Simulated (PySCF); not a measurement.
Species: o-benzoquinone, C6H4O2.
Structure used (GFN2-xTB), in Å, numbered top down from 1:
```xyz
12
C6H4O2 angstrom
O      0.294    2.641    0.245
C      0.144    1.446    0.134
C     -1.174    0.806    0.098
C     -1.311   -0.523   -0.028
C     -0.168   -1.395   -0.135
C      1.087   -0.920   -0.112
C      1.366    0.512    0.022
O      2.488    0.967    0.047
H     -2.026    1.466    0.179
H     -2.292   -0.976   -0.052
H     -0.353   -2.456   -0.234
H      1.947   -1.568   -0.191
```

The closed-shell ground state was solved at several levels (PySCF, density fitting, gas phase, non-relativistic).

```
              level  basis functions  HOMO (eV)  LUMO (eV)  gap (eV)  dipole (D)
     PBE0/def2-SVPD              198      -7.49      -3.94      3.55        5.75
CAM-B3LYP/def2-SVPD              198      -8.98      -2.83      6.15        5.88
```

**Question.** What might PBE0/pcSseg-1 (156 basis functions) give for the same quantities?

**Answer.** HOMO -7.45 eV, LUMO -3.85 eV, gap 3.60 eV, dipole 5.45 D.

**Question.** Over all these levels, which gives the widest orbital gap and which the narrowest?

**Answer.** CAM-B3LYP/def2-SVPD (range-separated hybrid) has the widest, 6.15 eV, and PBE0/def2-SVPD (global hybrid, 25 % exact exchange) the narrowest, 3.55 eV. The two share the basis. From the narrowest to the widest the HOMO moves by -1.49 eV and the LUMO by +1.11 eV.

**Question.** How far do the dipole and the HOMO energy spread over the levels?

**Answer.** The dipole runs from 5.45 to 5.88 D (mean 5.69 D) and the HOMO from -8.98 to -7.45 eV.
